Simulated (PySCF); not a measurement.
Species: C₂H₈GeNP.
SMILES with atom numbers: `[CH3:1]/[N:2]=[CH:3]\[GeH2:4][PH2:5]` (hydrogens: H6, H7, H8 on C1; H9 on C3; H10, H11 on Ge4; H12, H13 on P5)

Method: PBE0-D3(BJ)/def2-SVP geometry optimisation, gas phase (PySCF); density fitting, grid level 1; the optimiser is geomeTRIC in internal coordinates, started from a GFN2-xTB structure with every atom displaced at random (about 0.01 Å).

Step 0: E = -69472.8789 eV
```
atom  x, y, z in Å  |  force x, y, z in eV/Å
C1      1.8983    0.7004    0.1489   -1.642   1.339  -0.947
N2      1.6132   -0.1685   -0.9351    0.527  -0.248  -0.292
C3      0.5252   -0.7990   -1.0249    0.363   1.028   1.148
Ge4    -1.0099   -0.7948    0.2000   -0.520  -0.437  -0.022
P5     -2.1102    1.2288    0.4414    1.131   0.597   0.670
H6      2.7576    0.3762    0.6740    1.326  -0.524   0.786
H7      1.0401    0.8060    0.8466    0.132   0.094   0.181
H8      2.1253    1.7131   -0.2744   -0.042  -0.482   0.336
H9      0.4404   -1.4368   -1.8647   -0.361  -1.046  -1.365
H10    -1.9471   -1.8888   -0.3438   -0.124   0.024  -0.202
H11    -0.6859   -1.3165    1.5906    0.293   0.036   0.420
H12    -3.3719    0.6802    0.4796   -1.102  -0.564   0.124
H13    -2.1899    1.4562   -0.9294    0.018   0.182  -0.838
```

Step 1: E = -69473.0616 eV
```
atom  x, y, z in Å  |  force x, y, z in eV/Å
C1      1.8244    0.7413    0.1465    0.516  -0.212   0.287
N2      1.5936   -0.1483   -0.9493   -0.082   0.089  -0.013
C3      0.5195   -0.8097   -1.0258   -0.086  -0.404  -0.340
Ge4    -1.0345   -0.8772    0.2114    0.095   0.008   0.090
P5     -1.9811    1.2450    0.4231   -0.322  -0.096  -0.163
H6      2.7378    0.4048    0.6910   -0.315   0.149  -0.192
H7      0.9995    0.8180    0.8781   -0.112   0.012   0.040
H8      2.0518    1.7474   -0.2346   -0.002   0.056  -0.048
H9      0.4099   -1.4827   -1.9095    0.061   0.228   0.253
H10    -2.0156   -1.9120   -0.3831    0.037   0.046   0.025
H11    -0.6082   -1.3433    1.6270   -0.050   0.034  -0.120
H12    -3.3252    0.7304    0.5324    0.244   0.151  -0.009
H13    -2.0868    1.4431   -0.9982    0.017  -0.060   0.190
```

**Question.** Estimate the geometry and energy of step 2. (The exact step hangs on the optimiser's Hessian estimate; all steps are aligned on step 1, rigid shifts and turns removed.)

**Answer.** E = -69473.0702 eV, largest force 0.133 eV/Å
```
atom  x, y, z in Å  |  force x, y, z in eV/Å
C1      1.8005    0.7221    0.1644    0.091  -0.001  -0.003
N2      1.5808   -0.1366   -0.9605    0.091  -0.081  -0.049
C3      0.5230   -0.8223   -1.0580   -0.057   0.018   0.119
Ge4    -1.0083   -0.8622    0.2076   -0.037  -0.062  -0.026
P5     -1.9620    1.2607    0.3968   -0.045  -0.022  -0.043
H6      2.7190    0.4030    0.6888   -0.067   0.007  -0.052
H7      0.9720    0.7552    0.9005    0.007   0.021  -0.012
H8      1.9939    1.7464   -0.1925   -0.020   0.006   0.003
H9      0.4203   -1.4872   -1.9372    0.042   0.120   0.023
H10    -1.9976   -1.9040   -0.3485   -0.035  -0.011   0.007
H11    -0.5625   -1.3023    1.6160   -0.011  -0.009   0.011
H12    -3.2978    0.7704    0.5499    0.040   0.016   0.008
H13    -2.0960    1.4135   -1.0186    0.001  -0.002   0.013
```

The energy changes by -0.0086 eV. The first-order estimate −F·Δx gives -0.0264 eV and the mean of the old and new forces, exact on a quadratic surface, -0.0083 eV. The step makes an angle of 82° with the force vector and moves no atom by more than 0.072 Å.

The cost below is that of the whole optimisation. Hardware: one thread of an Arm Neoverse N1, shared host with 64 logical CPUs at a one-minute load of 59. Cost: 2.4 min, 0.51 GiB resident at most.
